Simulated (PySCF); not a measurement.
C2H12N2Si2, SMILES CN(C)[SiH2][SiH2]N, GFN2-xTB optimised geometry.

```
18

Si    -0.02     1.97     0.00
N     -1.61     2.01    -0.67
Si     0.77    -0.19     0.00
N      0.09    -1.11    -1.29
C     -0.15    -0.55    -2.59
C      0.28    -2.54    -1.34
H      0.71     2.93    -0.83
H      0.05     2.51     1.37
H     -2.10     2.89    -0.70
H     -2.25     1.28    -0.44
H      0.41    -0.98     1.19
H      2.25    -0.19     0.00
H     -1.02    -1.04    -3.05
H     -0.36     0.52    -2.51
H      0.70    -0.69    -3.26
H      1.18    -2.80    -1.92
H     -0.58    -3.01    -1.81
H      0.39    -2.93    -0.34
```

Density from PySCF with PBE0/def2-SVP at that geometry.

Minimum of the electron density along straight lines between bonded atoms, close to the bond critical point (lines longer than 1.1 times the sum of covalent radii, or with two minima, are not listed):

```json
[
 {"bond": "Si1–N2", "length / Å": "1.728", "ρ at the minimum / e bohr⁻³": "0.121", "∇²ρ there / e bohr⁻⁵": "0.73", "position (fraction from the first atom)": "0.40"},
 {"bond": "Si3–N4", "length / Å": "1.724", "ρ at the minimum / e bohr⁻³": "0.123", "∇²ρ there / e bohr⁻⁵": "0.73", "position (fraction from the first atom)": "0.40"},
 {"bond": "N4–C5", "length / Å": "1.441", "ρ at the minimum / e bohr⁻³": "0.273", "∇²ρ there / e bohr⁻⁵": "-0.78", "position (fraction from the first atom)": "0.61"},
 {"bond": "N4–C6", "length / Å": "1.440", "ρ at the minimum / e bohr⁻³": "0.274", "∇²ρ there / e bohr⁻⁵": "-0.78", "position (fraction from the first atom)": "0.61"},
 {"bond": "Si1–H7", "length / Å": "1.469", "ρ at the minimum / e bohr⁻³": "0.116", "∇²ρ there / e bohr⁻⁵": "0.33", "position (fraction from the first atom)": "0.49"},
 {"bond": "Si1–H8", "length / Å": "1.477", "ρ at the minimum / e bohr⁻³": "0.114", "∇²ρ there / e bohr⁻⁵": "0.32", "position (fraction from the first atom)": "0.49"},
 {"bond": "N2–H9", "length / Å": "1.008", "ρ at the minimum / e bohr⁻³": "0.331", "∇²ρ there / e bohr⁻⁵": "-1.53", "position (fraction from the first atom)": "0.77"},
 {"bond": "N2–H10", "length / Å": "1.007", "ρ at the minimum / e bohr⁻³": "0.332", "∇²ρ there / e bohr⁻⁵": "-1.53", "position (fraction from the first atom)": "0.77"},
 {"bond": "Si3–H11", "length / Å": "1.473", "ρ at the minimum / e bohr⁻³": "0.115", "∇²ρ there / e bohr⁻⁵": "0.32", "position (fraction from the first atom)": "0.49"},
 {"bond": "Si3–H12", "length / Å": "1.483", "ρ at the minimum / e bohr⁻³": "0.113", "∇²ρ there / e bohr⁻⁵": "0.30", "position (fraction from the first atom)": "0.49"},
 {"bond": "C5–H13", "length / Å": "1.095", "ρ at the minimum / e bohr⁻³": "0.276", "∇²ρ there / e bohr⁻⁵": "-1.01", "position (fraction from the first atom)": "0.63"},
 {"bond": "C5–H14", "length / Å": "1.087", "ρ at the minimum / e bohr⁻³": "0.282", "∇²ρ there / e bohr⁻⁵": "-1.08", "position (fraction from the first atom)": "0.64"},
 {"bond": "C5–H15", "length / Å": "1.098", "ρ at the minimum / e bohr⁻³": "0.274", "∇²ρ there / e bohr⁻⁵": "-0.99", "position (fraction from the first atom)": "0.62"},
 {"bond": "C6–H16", "length / Å": "1.097", "ρ at the minimum / e bohr⁻³": "0.275", "∇²ρ there / e bohr⁻⁵": "-1.00", "position (fraction from the first atom)": "0.63"},
 {"bond": "C6–H17", "length / Å": "1.094", "ρ at the minimum / e bohr⁻³": "0.276", "∇²ρ there / e bohr⁻⁵": "-1.02", "position (fraction from the first atom)": "0.63"},
 {"bond": "C6–H18", "length / Å": "1.087", "ρ at the minimum / e bohr⁻³": "0.281", "∇²ρ there / e bohr⁻⁵": "-1.06", "position (fraction from the first atom)": "0.63"}
]
```
